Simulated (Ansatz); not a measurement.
Cost and result for the atomization energy of `C[CH]1[AlH][SiH2]1` (11 atoms, 11 bonds).

Z-matrix (Å, degrees):
```
C
C 1 1.514
H 1 1.095 2 112.2
H 1 1.093 2 110.6 3 119.5
H 1 1.094 2 112.0 3 -121.1
Al 2 1.950 1 139.8 3 -175.7
Si 2 1.917 1 125.6 3 -66.8
H 2 1.113 1 111.2 3 58.4
H 6 1.584 2 142.8 1 -51.2
H 7 1.491 2 119.8 1 90.8
H 7 1.492 2 110.5 1 -36.8
```

Charge 0, multiplicity 1. The structure was optimised at the PBE0-D4/def2-TZVP level. Program: Ansatz. All runs use 2 threads of an Arm Neoverse V1 on a shared host. Times are those of one run each, without the atoms' runs, and a repeat can differ threefold. Electronic energies, without spin–orbit coupling; frozen cores. CCSD(T)/CBS adds CCSD(T) − MP2 in def2-TZVPP to the MP2 limit, and its time is that of the two runs behind it. T1 = 0.012. B3LYP takes the VWN-RPA correlation (the form of Gaussian; ORCA's B3LYP/G). HSE06 is the plane-wave form, built on full-range PBE exchange.

CCSD(T)/CBS is a level of theory with its own doubt, some kJ/mol a heavy atom from the limit and from the frozen cores, so smaller differences don't rank the functionals.

```tsv
level	functions	wall time	atomization (kcal/mol)	difference from CCSD(T)/CBS	per bond
LDA (SPW92)/def2-TZVPP	244	2.1 s	973.6	109.3	9.9
revPBE-D4/def2-TZVPP	244	3.5 s	856.2	-8.1	-0.7
CCSD(T)/def2-SVP	99	4 s	819.6	-44.7	-4.1
PBE-D4/def2-TZVPP (with forces)	244	4.3 s	872.6	8.3	0.8
HSE06-D4/def2-TZVPP	244	5.5 s	866.0	1.7	0.2
B3LYP-D4/def2-TZVPP (with forces)	244	7.5 s	862.3	-2.0	-0.2
r2SCAN-D4/def2-TZVPP (with forces)	244	8 s	868.6	4.3	0.4
B2PLYP/def2-TZVPP	244	9.5 s	852.3	-12.0	-1.1
PBE-QIDH/def2-TZVPP	244	9.5 s	860.7	-3.6	-0.3
B97M-V/def2-TZVPP	244	16 s	874.2	9.9	0.9
MP2/def2-QZVPP	464	35 s	859.6	-4.7	-0.4
CCSD(T)/def2-TZVPP	244	8.5 min	843.4	-20.9	-1.9
CCSD(T)/CBS(def2)	–	9.1 min	864.3	0.0	0.0
```

The D4 term adds +8.6 kcal/mol with B3LYP and +4.5 kcal/mol with PBE0; it sums over pairs of atoms, weighted by their polarisabilities, and B3LYP, whose exchange is more repulsive, gets the larger term. At CCSD(T), def2-SVP lies −44.7 kcal/mol from the extrapolated value and def2-TZVPP −20.9 kcal/mol: correlation converges slowly with the basis, and small sets miss more of it in the bonded molecule than in its fragments. From r2SCAN to r2SCAN0 (25 % exact exchange), in def2-TZVPP and without D4, the atomization energy moves by −8.2 kcal/mol: exact exchange takes away binding that semilocal exchange gives to molecules.
